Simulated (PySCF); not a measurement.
## Correlation energy of Xe (xenon, neutral)

[Xe], closed-shell 1S. Calculation: PySCF 2.14, in x2c-SVPall (6s5p3d, 36 functions); the spin-free X2C one-electron Hamiltonian (Gaussian nucleus). Frozen: [Kr] 4d10; 8 electrons correlated.

MP2 pair energies summed by pair of shells (mhartree):

```tsv
pair	energy	share (%)
5p-5p	-76.62	84.4
5s-5p	-11.08	12.2
5s-5s	-3.06	3.4
```

Total MP2 correlation energy: -90.76 mhartree.

Same-spin part -25.58 and opposite-spin part -65.18 mhartree; SCS-MP2 scales them by 1/3 and 6/5 to -86.74 mhartree.

```tsv
level	correlation energy (mhartree)
CCSD	-99.61
(T)	-0.88
CCSD(T)	-100.49
```

Diagnostics: T1 = 0.0051, D1 = 0.0076, largest double amplitude 0.050.

Cost of the coupled-cluster step: 0.04 s of wall time on 1 thread of Intel(R) Xeon(R) 6975P-C (shared host), for 8 correlated electrons.
